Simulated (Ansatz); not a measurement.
Cost and result for the atomization energy of C$_{2}$H$_{6}$AlNO (`[NH2][Al]1[CH2]C[O]1`) (11 atoms, 11 bonds).

| atom | x (Å) | y (Å) | z (Å) |
| --- | --- | --- | --- |
| N1 | 0.498 | -1.575 | -1.869 |
| Al2 | 0.255 | -0.452 | -0.537 |
| C3 | -1.028 | 0.484 | 0.584 |
| C4 | 0.289 | 1.016 | 1.199 |
| O5 | 1.367 | 0.401 | 0.459 |
| H6 | -0.242 | -2.020 | -2.387 |
| H7 | 1.395 | -1.866 | -2.222 |
| H8 | -1.636 | -0.097 | 1.277 |
| H9 | -1.649 | 1.258 | 0.132 |
| H10 | 0.370 | 2.104 | 1.109 |
| H11 | 0.382 | 0.747 | 2.256 |

Charge 0, multiplicity 1. The structure was optimised at the PBE0-D4/def2-TZVP level. It is one conformer, not always the lowest. Program: Ansatz. All runs use 4 threads of an Arm Neoverse V1 on a shared host. Times are those of one run each, without the atoms' runs, and a repeat can differ threefold. Electronic energies, without spin–orbit coupling; frozen cores. CCSD(T)/CBS adds CCSD(T) − MP2 in def2-TZVPP to the MP2 limit, and its time is that of the two runs behind it. T1 = 0.012. B3LYP takes the VWN-RPA correlation (the form of Gaussian; ORCA's B3LYP/G).

CCSD(T)/CBS is a level of theory with its own doubt, some kJ/mol a heavy atom from the limit and from the frozen cores, so smaller differences don't rank the functionals.

```
                             level  functions  wall time
   PBE-D4/def2-TZVPP (with forces)        250      2.4 s
                PBE0-D4/def2-TZVPP        250      2.7 s
 B3LYP-D4/def2-TZVPP (with forces)        250      4.1 s
r2SCAN-D4/def2-TZVPP (with forces)        250      4.6 s
                 B2PLYP/def2-TZVPP        250        5 s
                ωB97X-V/def2-TZVPP        250      7.5 s
  ωB97M-V/def2-TZVPP (with forces)        250       11 s
                    MP2/def2-QZVPP        478       20 s
                CCSD(T)/def2-TZVPP        250    2.1 min
                 CCSD(T)/CBS(def2)          –    2.4 min
```

(1) What atomization energy does each give, and how far from CCSD(T)/CBS? (Best estimate.)

Results:

(1) The calculation gave: 
```tsv
level	atomization (kJ/mol)	difference from CCSD(T)/CBS	per bond
PBE-D4/def2-TZVPP (with forces)	4316.5	87.8	8.0
PBE0-D4/def2-TZVPP	4227.0	-1.7	-0.2
B3LYP-D4/def2-TZVPP (with forces)	4219.9	-8.8	-0.8
r2SCAN-D4/def2-TZVPP (with forces)	4233.5	4.8	0.4
B2PLYP/def2-TZVPP	4183.2	-45.5	-4.1
ωB97X-V/def2-TZVPP	4238.4	9.7	0.9
ωB97M-V/def2-TZVPP (with forces)	4243.3	14.6	1.3
MP2/def2-QZVPP	4268.7	40.0	3.6
CCSD(T)/def2-TZVPP	4107.6	-121.1	-11.0
CCSD(T)/CBS(def2)	4228.7	0.0	0.0
```

In def2-TZVPP, CCSD(T) changes the Hartree–Fock value by +1121.6 kJ/mol (the triples alone add +67.9 kJ/mol) and MP2 by +1210.4 kJ/mol; breaking electron pairs costs correlation energy, which Hartree–Fock lacks. The D4 term adds +31.1 kJ/mol with B3LYP and +16.3 kJ/mol with PBE0; it sums over pairs of atoms, weighted by their polarisabilities, and B3LYP, whose exchange is more repulsive, gets the larger term. From PBE to PBE0 (25 % exact exchange), in def2-TZVPP and without D4, the atomization energy moves by −86.3 kJ/mol: exact exchange takes away binding that semilocal exchange gives to molecules.
